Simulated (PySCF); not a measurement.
# Atomic charges by several schemes

Species: C6H7N2PS.
Structure used (PBE0-D3(BJ)/def2-SVP), in Å, numbered top down from 1:
```xyz
17
C6H7N2PS angstrom
N     -1.380   -2.897    1.280
C     -1.580   -1.766    1.133
C     -1.805   -0.353    0.907
P     -1.276    0.176   -0.819
N     -1.472    1.860   -0.588
C      0.520   -0.120   -0.638
C      1.402    0.427    0.348
C      2.694    0.002    0.197
S      2.857   -1.068   -1.137
C      1.189   -0.949   -1.508
H     -2.878   -0.122    0.997
H     -1.271    0.234    1.672
H     -0.809    2.355    0.004
H     -1.634    2.374   -1.447
H      1.095    1.104    1.149
H      3.561    0.257    0.806
H      0.769   -1.502   -2.349
```

Density: PBE0/pcSseg-1 (PySCF); schemes: Mulliken, IAO, Hirshfeld and ESP-fitted. Isolated species at its PBE0-D3(BJ)/def2-SVP geometry (one conformer only).

Give the atomic charges in each scheme.

In e; atoms taken as equivalent share a row and are averaged (×n: the atom named and its like, n in all):

| atom | environment | Mulliken | IAO | Hirshfeld | ESP-fitted |
| --- | --- | --- | --- | --- | --- |
| N1 | nitrile nitrogen | -0.247 | -0.251 | -0.233 | -0.433 |
| C2 | nitrile carbon | +0.074 | +0.138 | +0.069 | +0.269 |
| C3 | sp3 carbon bound to phosphorus | -0.425 | -0.486 | -0.099 | -0.043 |
| P4 | three-coordinate phosphorus | +0.719 | +0.675 | +0.205 | -0.135 |
| N5 | nitrogen bonded to P and 2 H | -0.609 | -0.766 | -0.267 | -0.702 |
| C6 | substituted aromatic carbon | -0.405 | -0.261 | -0.092 | +0.289 |
| C7 | aromatic CH carbon | -0.028 | -0.187 | -0.077 | -0.338 |
| C8 | aromatic CH next to a ring sulfur | -0.271 | -0.314 | -0.079 | -0.282 |
| S9 | thiophene-type sulfur | +0.285 | +0.369 | +0.123 | +0.095 |
| C10 | aromatic CH next to a ring sulfur | -0.245 | -0.302 | -0.076 | -0.264 |
| H11/H12 | methylene hydrogen | +0.189 | +0.180 | +0.061 | +0.104 |
| H13/H14 | N–H hydrogen | +0.203 | +0.260 | +0.118 | +0.333 |
| H15 | aromatic hydrogen | +0.094 | +0.148 | +0.051 | +0.237 |
| H16 | aromatic hydrogen | +0.142 | +0.175 | +0.060 | +0.235 |
| H17 | aromatic hydrogen | +0.132 | +0.180 | +0.059 | +0.199 |

Mean size of the charges over all atoms: IAO 0.302 e, Mulliken 0.262 e, ESP-fitted 0.258 e, Hirshfeld 0.109 e. Each set sums to the total charge, 0, to within 0.001 e. The Mulliken scheme gives each basis function's population to the atom it is centred on and halves the overlap population of two atoms between them.

Some averages cover members that differ in this geometry: H13/H14, ESP-fitted +0.294 to +0.372; H11/H12, ESP-fitted +0.075 to +0.133 e.

Lowest charge. All schemes agree: Mulliken N5 (-0.609); IAO N5 (-0.766); Hirshfeld N5 (-0.267); ESP-fitted N5 (-0.702).

Highest charge. The schemes don't all agree: Mulliken P4 (+0.719); IAO P4 (+0.675); Hirshfeld P4 (+0.205); ESP-fitted H13/H14 (+0.333).

Sum the charges by element, for elements with more than one atom.

```
element  atoms  Mulliken     IAO  Hirshfeld  ESP-fitted
      N      2    -0.856  -1.017     -0.500      -1.135
      C      6    -1.300  -1.411     -0.355      -0.369
      H      7    +1.153  +1.384     +0.526      +1.544
```

How closely do the schemes follow one another over all atoms?

Correlation coefficient and root-mean-square difference: Mulliken with IAO 0.98, 0.079 e; IAO with Hirshfeld 0.94, 0.235 e; Mulliken with Hirshfeld 0.92, 0.209 e; Hirshfeld with ESP-fitted 0.73, 0.225 e; IAO with ESP-fitted 0.63, 0.281 e; Mulliken with ESP-fitted 0.49, 0.312 e.
